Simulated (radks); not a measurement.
Re LI, configuration [Ar] 3d7 (the NIST ground configuration).

Calculated with a radial shooting solver on a logarithmic mesh with Libxc functionals: Dirac Kohn-Sham, exchange-only LDA, spin-unpolarised, spherical densities, finite nucleus; open shells are shared between the two j in proportion to 2j + 1; Fermi nuclear charge, rms radius 5.3698 fm.

Energy parts (hartree):
part                   energy
total             -14642.8703
kinetic            16763.9464
electron-nucleus  -33573.2262
Hartree             2376.5722
exchange            -210.1628

Orbitals (lengths in bohr, moments of r in powers of bohr):
orbital  occ.  eigenvalue (hartree)       <r^4>      <r>  small-component weight
1s1/2       2             -2735.394   5.470e-07  0.01805                8.01e-02
2s1/2       2             -561.4435  0.00007979  0.07534                1.83e-02
2p1/2       2             -542.7703  0.00004775  0.06222                1.84e-02
2p3/2       4             -489.4938  0.00007001  0.07020                1.66e-02
3s1/2       2             -202.6481    0.002554   0.1903                6.50e-03
3p1/2       2             -194.7665    0.002193   0.1797                6.45e-03
3p3/2       4             -182.1564    0.002840   0.1929                5.96e-03
3d3/2     2.8             -169.6590    0.001790   0.1670                5.80e-03
3d5/2     4.2             -166.8244    0.001935   0.1710                5.67e-03
4s1/2       0             -102.2497     0.03268   0.3695                3.09e-03
4p1/2       0             -98.85955     0.03152   0.3633                3.04e-03
4p3/2       0             -94.32867     0.03799   0.3814                2.88e-03
4d3/2       0             -89.18314     0.03318   0.3634                2.76e-03
4d5/2       0             -88.15233     0.03492   0.3685                2.72e-03
4f5/2       0             -82.81775     0.02256   0.3306                2.48e-03
4f7/2       0             -82.47999     0.02307   0.3328                2.46e-03

The highest occupied level is 3d5/2 at -4539.5 eV. For comparison, the ionisation energy in NIST's Atomic Spectra Database is 4609 eV (theoretical). In exact Kohn-Sham theory the highest level is minus the ionisation energy, but local and semilocal functionals leave it too shallow, through self-interaction and a potential that decays too fast; potentials with the right tail come closer. The density falls to 0.001 e/bohr^3 at r = 0.62 bohr. The electron density at the nucleus is 1.533e+06 e/bohr^3. Summed over all electrons, <r^2> = 0.6115 bohr^2, which gives a Langevin (diamagnetic) susceptibility term of -0.484 x 10^-6 cm^3/mol.

Beside tabulated values, note that spin-unpolarised runs miss the spin-polarisation part of the exchange energy of open shells.
